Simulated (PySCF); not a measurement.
CH3BCl2, SMILES CB(Cl)Cl. Heavy atoms are numbered as in [B:1]([Cl:2])([Cl:3])[CH3:4]. Hydrogens are named by the atom that carries them.

The structure is a stationary point at ωB97X-D3(BJ)/def2-SVP.

All values below come from PBE0/pcSseg-1 run with PySCF.

GIAO shieldings, no solvent; atoms alike by connectivity are averaged. δ = σ(ref) − σ: ¹¹B against BF3 (σ = 88.8 ppm); ³⁵Cl against HCl (σ = 945.9 ppm); ¹³C against TMS (σ = 186.3 ppm); ¹H against TMS (σ = 31.56 ppm), references at their B3LYP-D3(BJ)/def2-TZVP geometries, non-relativistic (without spin–orbit terms, shifts of atoms bonded to Cl or Br come out too high).

| nucleus | atoms | count | δ (ppm) |
|---|---|---|---|
| ¹¹B | B1 | 1 | 54.2 |
| ³⁵Cl | Cl2 | 2 | 287.6 |
| ¹³C | C4 (CH3) | 1 | 18.5 |
| ¹H | H on C4 | 3 | 1.51 |
